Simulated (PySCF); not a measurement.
Simulation results for GeH5N2Si

All values are calculated (PySCF 2.14.0). Calculation on a computer-drawn molecule: the log of a Hartree-Fock and frozen-core CCSD(T) single point meant for a local Hartree-Fock minimum, with one planted fault or none, to be diagnosed. Offsets are logged minus clean, where the clean run is the same molecule without the fault. The reference is restricted for singlets and unrestricted otherwise, and also for a bond in bohr or an excited solution. Adding or removing an electron swaps singlet and doublet. The excited solution moves the top pair (singlet) or top alpha electron (doublet) to the lowest empty orbital. Highest occupied and lowest empty are orbital energies over both spins, largest force is the largest gradient component, triples share is (T) over the correlation energy, the T1 limit is 0.02 restricted and 0.045 unrestricted, electrons count all cores, a negative frequency is imaginary (commonest isotopes), and the dipole is about the centre of nuclear charge; on germanium a core potential holds 10 electrons, which the energies leave out, and 3d is frozen in MP2 and coupled-cluster steps.

```json
{"formula": "GeH5N2Si", "logged_structure": {"atoms_angstrom": [["N", -1.9064, 1.8263, 0.072], ["Si", -0.9618, 0.4864, -0.0656], ["N", -0.1655, -0.1763, 1.1407], ["Ge", 0.7196, -0.9693, 2.3345], ["H", -2.0564, 2.3335, 0.9251], ["H", -2.3976, 2.2231, -0.7091], ["H", -0.9186, -0.0502, -1.4183], ["H", 0.0847, -2.0765, 3.1427], ["H", 3.4211, -0.2115, 2.8614]]}, "given": {"meant_charge": 1, "meant_multiplicity": 1, "meant_basis": "cc-pV(D+d)Z", "meant_basis_and_core_potential_on_germanium": "cc-pVDZ-PP ECP10MDF", "logged_electrons": 64, "logged_basis_functions": 99, "logged_SCF_converged": "yes", "logged_spin_squared": 0.9079, "logged_highest_occupied [eV]": -14.618, "logged_lowest_empty [eV]": -4.3992, "logged_largest_force [hartree/bohr]": 0.013961, "logged_T1_diagnostic": 0.030355, "logged_D1_diagnostic": 0.11803, "logged_triples_share": 0.03589, "logged_CC_converged": "yes", "logged_dipole_magnitude [debye]": 1.8221, "logged_SCF_stable_within_its_kind": "yes", "logged_energy_HF [hartree]": -693.81924, "logged_energy_CCSD(T) [hartree]": -694.35657, "possible_faults": "no fault, one electron removed, one electron added, multiplicity raised by two, geometry at a saddle point, SCF held on an excited solution, minimal basis STO-3G, one bond length entered in bohr, all coordinates scaled", "drawn_bonds_atom": [1, 2, 3, 1, 1, 2, 4, 4], "drawn_bonds_other_atom": [2, 3, 4, 5, 6, 7, 8, 9], "drawn_bonds_order": [1, 1, 2, 1, 1, 1, 1, 1]}, "results": {"planted_fault": "one bond length entered in bohr, row 8 of the drawn bonds", "HF_energy_offset_from_clean_run [kcal/mol]": 61.64, "CCSD(T)_energy_offset_from_clean_run [kcal/mol]": 71.64}}
```
